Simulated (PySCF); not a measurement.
**How methods differ on the ionisation energy of W**

W [Xe] 4f14 5d4 6s2 (5D) → W+ [Xe] 4f14 5d4 6s1 (6D), as a difference of total energies. Calculation: PySCF 2.14, in def2-QZVPPD with the def2 core potential (60 electrons) (7s6p4d3f2g, 84 functions); scalar relativity through the core potential. Correlated levels: valence: 5s2 5p6 frozen; valence and next inner shell: nothing frozen outside the core potential. The calculations carry no spin-orbit coupling.

```json
{"method": "UHF", "ionisation energy (eV)": "5.873", "error (eV)": "-1.952"}
{"method": "LDA", "ionisation energy (eV)": "7.898", "error (eV)": "+0.073"}
{"method": "PBE", "ionisation energy (eV)": "7.475", "error (eV)": "-0.350"}
{"method": "PBE0", "ionisation energy (eV)": "7.271", "error (eV)": "-0.554"}
{"method": "r2SCAN", "ionisation energy (eV)": "7.062", "error (eV)": "-0.763"}
{"method": "BHandHLYP", "ionisation energy (eV)": "7.456", "error (eV)": "-0.369"}
{"method": "MN15", "ionisation energy (eV)": "7.882", "error (eV)": "+0.057"}
{"method": "PBEsol", "ionisation energy (eV)": "7.447", "error (eV)": "-0.378"}
{"method": "M06-L", "ionisation energy (eV)": "7.929", "error (eV)": "+0.104"}
{"method": "MP2 (valence)", "ionisation energy (eV)": "7.206", "error (eV)": "-0.619"}
{"method": "SCS-MP2 (valence)", "ionisation energy (eV)": "7.478", "error (eV)": "-0.347"}
{"method": "MP2 (valence and next inner shell)", "ionisation energy (eV)": "7.465", "error (eV)": "-0.360"}
{"method": "SCS-MP2 (valence and next inner shell)", "ionisation energy (eV)": "7.607", "error (eV)": "-0.218"}
```

Reference: 7.825 eV (measured; NIST levels, between the centres of gravity of the two terms).

Errors of the correlated levels include the incompleteness of this basis and the frozen core.

MP2 underrates the near-degeneracy of ns² with np² in the lower species.
